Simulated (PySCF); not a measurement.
CClF2, SMILES F[C](F)Cl (connectivity only; charge and spin as stated), charge +1, multiplicity 1. Geometry optimised at ωB97X-D3(BJ)/def2-TZVP. The spin state was assumed, not searched. The isomer is the one that the SMILES or the coordinates give; other isomers of the formula were not compared.

TDA-PBE/def2-SVPD (PySCF 2.14.0) puts the lowest singlet excitations at 4.97, 7.40, 7.79, 7.99, 9.04, 9.68 eV.

What are the lowest excitation roots from ADC(2)/aug-cc-pVDZ in PySCF? (The exact figures need the calculation; the answer reports its results.)

5.75, 6.97, 8.57, 8.59, 9.44, 9.64 eV. S1 differs by 0.78 eV (second minus first; roots are paired by order, and the bases may differ).
